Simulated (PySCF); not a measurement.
Species: C3H10O2Si2.
Geometry (PBE0-D3(BJ)/def2-SVP, Å), atoms numbered from 1 in this order:
```xyz
17
C3H10O2Si2 angstrom
O      0.5445    0.4902   -0.6103
C      0.6751   -0.2312    0.3519
C     -0.4648   -0.8767    1.0839
C     -1.7871   -0.7928    0.3342
Si    -2.3259    0.9505   -0.2092
O      1.8736   -0.4968    0.8701
Si     3.2278    0.2674    0.1307
H     -0.5248   -0.3688    2.0633
H     -0.1735   -1.9140    1.3168
H     -2.5858   -1.2030    0.9720
H     -1.7535   -1.4319   -0.5639
H     -1.7352    1.9796    0.7024
H     -2.0038    1.2660   -1.6285
H     -3.8169    1.0317   -0.0620
H      4.3657   -0.2156    0.9559
H      3.3705   -0.1878   -1.2769
H      3.0975    1.7445    0.2288
```

Method: PySCF, TDDFT CAM-B3LYP/def2-SVPD, vertical, gas phase, core orbitals frozen in the response.

Transition dipole moments from the ground state, in atomic units and in the frame of the coordinates above (overall signs are arbitrary), for the states with f of 0.002 or more among the lowest 9:

| state | E (eV) | μx | μy | μz |
| --- | --- | --- | --- | --- |
| S2 | 7.745 | 0.436 | 0.071 | -0.110 |
| S3 | 7.849 | -0.287 | -0.156 | 0.176 |
| S4 | 8.074 | -0.317 | 0.023 | 0.015 |
| S5 | 8.138 | 0.499 | -0.025 | 0.084 |
| S6 | 8.186 | 0.064 | -0.220 | 0.026 |
| S8 | 8.379 | -0.088 | -0.021 | 0.072 |
| S9 | 8.443 | -0.608 | 0.004 | -0.155 |

Q: Work out the oscillator strengths.

A: f = (2/3) ΔE |μ|² with ΔE in hartree (27.2114 eV).

```csv
state,|μ|² (au),|μ| (D),f
S2,0.208,1.16,0.039
S3,0.138,0.94,0.027
S4,0.101,0.81,0.020
S5,0.257,1.29,0.051
S6,0.053,0.59,0.011
S8,0.013,0.29,0.003
S9,0.394,1.60,0.081
```

Q: What angle do the transition dipoles of S4 and S5 make?

A: |cos θ| = |μa·μb| / (|μa| |μb|) = 0.98, so θ ≈ 12° (taken between 0 and 90°, since the signs are arbitrary).

Q: How is the summed strength of these states shared among x, y and z?

A: (2/3) Σ ΔE μα² gives 0.201 for x, 0.016 for y and 0.016 for z, 0.232 in all.

Q: What peak molar absorption coefficient would the strongest computed level give as a lone Gaussian band 0.5 eV wide at half height?

A: ε(max) = 2.175×10⁸ f / FWHM, with the width in cm⁻¹. S9: 2.175×10⁸ × 0.0815 / 4033 ≈ 4400 L mol⁻¹ cm⁻¹.

The vertical ionisation energy (ΔSCF) is 10.48 eV, 2.03 eV above S9.

On an Arm Neoverse V2 with one thread, shared host, this took 4.6 min wall and 1.4 GiB of memory at its peak.

One conformer stands for the species.
